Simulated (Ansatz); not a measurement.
BH₆NOSi (`NB[SiH2]O`). Charge 0, multiplicity 1.

```json
{"atom": "N1", "x (Å)": "-0.1322", "y (Å)": "0.4335", "z (Å)": "1.8455"}
{"atom": "B2", "x (Å)": "0.2980", "y (Å)": "0.6418", "z (Å)": "0.5445"}
{"atom": "Si3", "x (Å)": "-0.4060", "y (Å)": "-0.4749", "z (Å)": "-0.9826"}
{"atom": "O4", "x (Å)": "0.8018", "y (Å)": "-1.0431", "z (Å)": "-1.9706"}
{"atom": "H5", "x (Å)": "0.1850", "y (Å)": "0.9830", "z (Å)": "2.6280"}
{"atom": "H6", "x (Å)": "-0.7881", "y (Å)": "-0.2848", "z (Å)": "2.1064"}
{"atom": "H7", "x (Å)": "1.0975", "y (Å)": "1.5227", "z (Å)": "0.3682"}
{"atom": "H8", "x (Å)": "-1.3949", "y (Å)": "0.3233", "z (Å)": "-1.7749"}
{"atom": "H9", "x (Å)": "-1.1190", "y (Å)": "-1.6968", "z (Å)": "-0.5119"}
{"atom": "H10", "x (Å)": "1.4578", "y (Å)": "-0.4047", "z (Å)": "-2.2527"}
```

List the harmonic frequencies (cm⁻¹, unscaled) at PBE0-D4/def2-TZVP in Ansatz. (Estimate.)

Computed: 61, 137, 197, 255, 441, 600, 625, 663, 730, 822, 872, 906, 911, 926, 955, 1150, 1370, 1649, 2160, 2198, 2570, 3594, 3685, 3925.

Is this a minimum?

Yes, all 24 modes are real.

Give the ideal-gas thermochemistry at 298.15 K and 1 bar (rigid rotor, harmonic oscillator; point group C1, symmetry number 1).

Zero-point energy 187.8 kJ/mol; H(298) − E = 207.4 kJ/mol; entropy 329.3 J/(mol·K), of which translation 162.7, rotation 106.5, vibration 60.1; G(298) − E = 109.3 kJ/mol. Modes under 100 cm⁻¹ are hindered rotations or soft bends, so the harmonic entropy is rough.
